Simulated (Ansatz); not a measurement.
GaH₆NO₃, SMILES `[NH3+][Ga-]([OH])([OH])[OH]`. Charge 0, multiplicity 1. Correlated methods include outer-core shells of Ga, which these sets cover unevenly. Scalar relativity is left out up to krypton.

```xyz
11

N    -1.2848    0.5448   -0.6145
Ga    0.4711   -0.1998    0.2258
O     0.9024   -1.4049   -1.0542
O    -0.2086   -0.8313    1.7800
O     1.4220    1.3392    0.2876
H    -1.4770    0.0629   -1.4857
H    -1.1806    1.5370   -0.7960
H    -2.0574    0.4005    0.0261
H     1.7646   -1.2413   -1.4393
H    -0.0554   -1.7705    1.8945
H     1.7037    1.5634    1.1758
```

Q: Give the diagnostics of a CCSD(T)/def2-TZVPP run (frozen core, Ansatz 0.2.0). (Estimate.)

A: The calculation gave: T1 = 0.0125, largest single amplitude 0.024, largest double 0.020, (T) share of the correlation energy 3.5 %, 9 CCSD cycles. The RHF solution is stable towards an unrestricted one. T1 lies under the customary mark of 0.02 for closed shells.
